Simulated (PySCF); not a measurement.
C3H3N2 (SMILES C1=CN=C[N]1), doublet (typed; the unrestricted solution is spin-contaminated), at the geometry optimised at the base level; HF/3-21G, frequencies run with PySCF.

Here is a job for PySCF.
```python
from pyscf import gto, scf
from pyscf.hessian import thermo

mol = gto.M(
    atom='''
C    -0.985656   -0.495154    0.374317
C    -0.765398    0.772729   -0.416972
N     0.530409    0.913942   -0.597365
C     1.114749   -0.176709    0.027155
N     0.192946   -1.028607    0.614986
H    -1.909992   -0.913210    0.697039
H    -1.498830    1.453573   -0.780077
H     2.163169   -0.342903    0.052694
''',
    basis='3-21g',
    charge=0,
    spin=1,
    verbose=3,
)

mf = scf.UHF(mol)
mf.kernel()
hess = mf.Hessian().kernel()
freq = thermo.harmonic_analysis(mf.mol, hess)
thermo.dump_normal_mode(mf.mol, freq)
th = thermo.thermo(mf, freq['freq_au'], 298.15, 100)
thermo.dump_thermo(mf.mol, th)
```

Question: Write the output that PySCF gives for this input, abridged.

Answer: 
```
converged SCF energy = -222.914401059033  <S^2> = 1.0203543  2S+1 = 2.2541999
Mode                                 0                   1                   2
Irrep
Freq [cm^-1]                      607.8145            616.0047            834.7076
Reduced mass [au]                   2.3751              2.7529              1.2253
Force const [Dyne/A]                0.5170              0.6155              0.5030
Char temp [K]                     874.5098            886.2936           1200.9584
Normal mode                   x     y     z       x     y     z       x     y     z
       0   C                -0.01 -0.06 -0.10    0.00  0.03  0.05    0.00  0.04  0.06
       1   C                 0.01  0.06  0.10    0.00  0.03  0.05    0.00  0.04  0.06
       2   N                -0.01 -0.05 -0.09   -0.01 -0.07 -0.11   -0.00 -0.02 -0.03
       3   C                -0.00 -0.00 -0.00    0.01  0.06  0.10    0.00  0.03  0.04
       4   N                 0.01  0.05  0.09   -0.01 -0.07 -0.11   -0.00 -0.02 -0.03
       5   H                -0.03 -0.22 -0.37    0.00  0.04  0.06   -0.04 -0.30 -0.49
       6   H                 0.03  0.22  0.37    0.00  0.04  0.06   -0.04 -0.30 -0.49
       7   H                -0.00 -0.00 -0.00    0.03  0.29  0.47   -0.02 -0.19 -0.31
Mode                                 3                   4                   5
Irrep
Freq [cm^-1]                      841.2873            893.0849            931.3810
Reduced mass [au]                  11.4989              1.5675              3.0293
Force const [Dyne/A]                4.7951              0.7366              1.5483
Char temp [K]                    1210.4251           1284.9503           1340.0499
Normal mode                   x     y     z       x     y     z       x     y     z
       0   C                 0.01  0.07 -0.04   -0.00 -0.02 -0.03   -0.06 -0.13  0.08
       1   C                 0.01  0.07 -0.04   -0.00 -0.02 -0.03   -0.01  0.14 -0.09
       2   N                -0.13  0.02 -0.00   -0.00 -0.02 -0.03    0.04 -0.01  0.00
       3   C                -0.02 -0.14  0.09    0.01  0.09  0.14   -0.03  0.01 -0.00
       4   N                 0.13 -0.03  0.01   -0.00 -0.02 -0.03    0.04 -0.01  0.00
       5   H                 0.03  0.06 -0.04    0.02  0.15  0.24    0.05 -0.31  0.19
       6   H                -0.01  0.06 -0.04    0.02  0.15  0.24    0.15  0.28 -0.18
       7   H                -0.00 -0.02  0.01   -0.04 -0.35 -0.57   -0.04  0.01 -0.00
Mode                                 6                   7                   8
Irrep
Freq [cm^-1]                      936.0724            957.3766           1038.6384
Reduced mass [au]                   1.7108              9.0347              4.1891
Force const [Dyne/A]                0.8832              4.8790              2.6626
Char temp [K]                    1346.7997           1377.4518           1494.3694
Normal mode                   x     y     z       x     y     z       x     y     z
       0   C                 0.01  0.07  0.11    0.03 -0.04  0.02    0.08  0.05 -0.04
       1   C                -0.01 -0.07 -0.11    0.04  0.02 -0.02   -0.06  0.07 -0.04
       2   N                 0.00  0.01  0.02    0.01  0.15 -0.09   -0.02 -0.11  0.07
       3   C                -0.00 -0.00 -0.00   -0.03  0.01 -0.00    0.01  0.08 -0.05
       4   N                -0.00 -0.01 -0.02   -0.04 -0.15  0.09   -0.01 -0.11  0.07
       5   H                -0.03 -0.27 -0.45   -0.07  0.11 -0.06    0.02  0.15 -0.09
       6   H                 0.03  0.27  0.45   -0.10 -0.08  0.06    0.04  0.15 -0.09
       7   H                -0.00  0.00  0.00   -0.03  0.01 -0.00    0.05  0.28 -0.17
Mode                                 9                  10                  11
Irrep
Freq [cm^-1]                     1166.4202           1184.3671           1331.4033
Reduced mass [au]                   6.3767              2.3533              2.2153
Force const [Dyne/A]                5.1116              1.9449              2.3137
Char temp [K]                    1678.2189           1704.0406           1915.5930
Normal mode                   x     y     z       x     y     z       x     y     z
       0   C                 0.06  0.01 -0.01   -0.14 -0.01  0.02    0.10 -0.00 -0.00
       1   C                 0.06 -0.03  0.01    0.13 -0.06  0.03    0.10 -0.03  0.01
       2   N                 0.06 -0.03  0.02   -0.05 -0.00  0.01   -0.11  0.02 -0.00
       3   C                -0.24  0.04 -0.01    0.01  0.05 -0.03   -0.01  0.00 -0.00
       4   N                 0.06  0.01 -0.01    0.05 -0.02  0.01   -0.11  0.02 -0.00
       5   H                 0.04  0.05 -0.03   -0.29  0.19 -0.09    0.31 -0.29  0.16
       6   H                 0.02 -0.06  0.04    0.34  0.09 -0.08    0.39  0.18 -0.14
       7   H                -0.26  0.04 -0.01    0.05  0.29 -0.18   -0.02  0.00 -0.00
Mode                                12                  13                  14
Irrep
Freq [cm^-1]                     1376.0996           1464.0583           1530.1044
Reduced mass [au]                   1.1770              2.6489              1.8965
Force const [Dyne/A]                1.3132              3.3453              2.6161
Char temp [K]                    1979.9010           2106.4540           2201.4796
Normal mode                   x     y     z       x     y     z       x     y     z
       0   C                 0.05 -0.04  0.02    0.07 -0.11  0.06   -0.08  0.05 -0.03
       1   C                -0.06 -0.02  0.02    0.10  0.08 -0.06    0.09  0.03 -0.02
       2   N                -0.03  0.01 -0.00   -0.07 -0.04  0.03   -0.05 -0.04  0.03
       3   C                 0.01  0.04 -0.03    0.01 -0.00  0.00    0.02  0.10 -0.06
       4   N                 0.03 -0.00 -0.00   -0.05  0.06 -0.03    0.03 -0.05  0.03
       5   H                -0.20  0.35 -0.20   -0.20  0.30 -0.17    0.12 -0.27  0.15
       6   H                 0.31  0.27 -0.19   -0.29 -0.23  0.16   -0.21 -0.21  0.15
       7   H                -0.10 -0.55  0.34    0.01 -0.00  0.00   -0.08 -0.43  0.27
Mode                                15                  16                  17
Irrep
Freq [cm^-1]                     3442.9067           3455.8964           3485.4840
Reduced mass [au]                   1.0951              1.0951              1.0992
Force const [Dyne/A]                7.6479              7.7056              7.8679
Char temp [K]                    4953.5761           4972.2655           5014.8355
Normal mode                   x     y     z       x     y     z       x     y     z
       0   C                -0.05 -0.02  0.02    0.05  0.02 -0.02   -0.01 -0.00  0.00
       1   C                 0.04 -0.04  0.02    0.04 -0.04  0.02   -0.01  0.01 -0.00
       2   N                -0.00 -0.00  0.00   -0.00 -0.00  0.00   -0.00  0.00 -0.00
       3   C                 0.00  0.00 -0.00    0.01 -0.00  0.00    0.08 -0.01  0.00
       4   N                 0.00 -0.00  0.00   -0.00  0.00 -0.00   -0.00 -0.00  0.00
       5   H                 0.59  0.26 -0.20   -0.57 -0.26  0.20    0.11  0.05 -0.04
       6   H                -0.47  0.43 -0.23   -0.45  0.43 -0.23    0.08 -0.08  0.04
       7   H                 0.00  0.00 -0.00   -0.18  0.03 -0.00   -0.92  0.15 -0.02
temperature 298.1500 [K]
pressure 100.00 [Pa]
Rotational constants [GHz] 10.36081 9.15000 4.85892
Symmetry number 1
Zero-point energy (ZPE) 0.05944 [Eh]   156071.441 [J/mol]
                           tot       elec      trans        rot        vib
Entropy [J/mol/K]       333.351      5.763    218.742    100.668      8.178
Cv [J/mol/K]             50.972      0.000     12.472     12.472     26.029
Cp [J/mol/K]             59.287      0.000     20.786     12.472     26.029
Internal energy [J/mol]                      3718.434   3718.434 157998.498
Internal energy [Eh]   -222.85139  -222.91440
Enthalpy [J/mol]                             6197.391   3718.434 157998.498
Enthalpy [Eh]          -222.85045
Gibbs free energy [J/mol]                  -59020.641 -26295.596 155560.225
Gibbs free energy [Eh] -222.88830
```
